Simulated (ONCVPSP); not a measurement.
# Se (Z = 34), ONCV: configuration errors across variants

selenium (Se), optimised norm-conserving Vanderbilt (ONCV), made with ONCVPSP 4.0.1 (PBE, scalar-relativistic). Core [Ne], reference 3s2 3p6 3d10 4s2 4p4. Waves: 3s+4s: rc 0.80 bohr, ncon 3, nbas 6, qcut 13.3 1/bohr, 2 projectors; 3p+4p: rc 1.10 bohr, ncon 3, nbas 7, qcut 9.9 1/bohr, 2 projectors; 3d: rc 1.15 bohr, ncon 4, nbas 9, qcut 14.2 1/bohr, 1 projector. Local part: polynomial inside 0.50 bohr (lpopt 5, dvloc0 6 Ha). Core correction: polynomial model core, fcfact 0.75.

All-electron excitation energies from the reference (eV): (1) 3s2 3p6 3d10 4s2 4p3 10.845; (2) 3s2 3p6 3d10 4s2 4p2 31.194; (3) 3s2 3p6 3d10 4s2 4p1 62.062; (4) 3s2 3p6 3d10 4s1 4p4 22.382.

1 further variants failed, have other tests or too few solved ones, and are left out.

Errors AE − PS in meV (a dash: test not solved or not reliable):

```csv
change,(1),(2),(3),(4),bound ghosts,GHOST(+) flags above zero
base,-1.3,-4.2,-9.5,-2.2,none,s
"local potential polynomial inside 0.55 bohr (lpopt 4, dvloc0 0 Ha)",-1.2,-4.2,-9.5,-2.2,none,none
"core correction polynomial model core, fcfact 0.6",-1.3,-4.2,-9.5,-2.2,none,s
s: qcut 9.7,-1.3,-4.1,-9.1,-3.3,none,s
"all radii but the core radius scaled by about 1.12 (s 0.90, p 1.24, d 1.28 bohr); local potential polynomial inside 0.56 bohr (lpopt 5, dvloc0 6 Ha)",-1.9,-6.0,-14,-3.8,none,none
"core correction polynomial model core, fcfact 0.18",-1.3,-4.2,-9.5,-2.1,none,s
"local potential polynomial inside 0.50 bohr (lpopt 5, dvloc0 3.5 Ha)",-1.3,-4.2,-9.5,-2.2,none,s
s: nproj 4,-1.3,-4.2,-9.5,-2.6,none,s
s: qcut 14.8; p: qcut 11; d: qcut 15.8,-1.2,-4.0,-8.9,-1.5,none,none
p: rc 1.32,-2.0,-6.3,-14,-2.9,none,s
```

(1) Give the same row for: s: rc 1.1.

## Answers

(1) -1.3, -4.1, -9.0, -4.6; bound ghosts: none; GHOST(+) flags above zero: s.
